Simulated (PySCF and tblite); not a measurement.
Results of a calculation; reference values are marked as such.
System: C₃H₈B₂F₃N, numbered as in [BH2:1][NH:2][BH:3][CH2:4][CH2:5][C:6]([F:7])([F:8])[F:9].

For the rotation about the B1–N2 bond (torsion H–B1–N2–B3 from 180° to 360°, rising): electronic barrier 20.23 kcal/mol, zero-point change -1.59 kcal/mol, thermal and entropy terms at 400 K a further -0.48 kcal/mol (symmetry numbers apart). The minimum is Cs, the saddle Cs. Level: PBE0/pcSseg-1 + D3(BJ) on GFN2-xTB stationary points, with GFN2-xTB thermal terms. Rate constants are transition-state-theory values, counting equivalent paths, without tunnelling. Run with tblite and PySCF.

Q: How many equivalent paths lead out of the minimum?

A: 2: the symmetry number of the minimum is 1, that of the saddle displaced along its mode 1, and the displaced saddle is chiral while the minimum is not, which doubles the count.

Q: Work out the rate at 400 K.

A: ΔG‡ = 18.16 kcal/mol; k_B T/h = 8.3×10¹² s⁻¹; exp(−ΔG‡/RT) = 1.2×10⁻¹⁰; times 2 gives k = 1990 s⁻¹. Wigner's tunnelling factor for the 579i cm⁻¹ mode would be 1.18.
